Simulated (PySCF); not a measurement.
# A small calculation by hand: chemical shift, span and skew from a shielding tensor

C3H7FSi, SMILES C=CC[SiH2]F. Atoms are numbered in the order given.

```xyz
12

Si     1.0420    -0.2139     0.0700
F      2.2757     0.7771    -0.3349
C     -0.5873     0.7240    -0.0437
C     -1.6888    -0.1349     0.5075
C     -2.4988    -0.9163    -0.2158
H      1.0415    -1.3570    -0.8807
H      1.2758    -0.6863     1.4615
H     -0.4917     1.6692     0.5170
H     -0.7660     0.9797    -1.1015
H     -1.7848    -0.1488     1.6004
H     -2.4412    -0.9458    -1.3091
H     -3.2543    -1.5473     0.2591
```
Charge 0, spin multiplicity 1.

The structure is a stationary point at B3LYP-D3(BJ)/def2-SVP. The values are those of a single conformer.

GIAO shieldings from PySCF with PBE/pcSseg-1, non-relativistic, no solvent. The symmetric part of the tensor of C5 has the principal values -54.7, 73.0, 149.3 ppm. The same nucleus in TMS has σ = 182.0 ppm at this level (PySCF, at its B3LYP-D3(BJ)/def2-TZVP geometry).

### Question
Work out the isotropic shielding, the ¹³C shift against TMS, the span and the skew.

### Answer

σ(iso) = (σ11 + σ22 + σ33)/3 = 55.9 ppm. δ = σ(ref) − σ(iso) = 182.0 − (55.9) = 126.1 ppm.
Span Ω = σ33 − σ11 = 204.0 ppm. Skew κ = 3(σ(iso) − σ22)/Ω = -0.25. Tumbling in solution averages the tensor to δ; in a static solid the shielding alone would spread this spin-1/2 line over Ω.
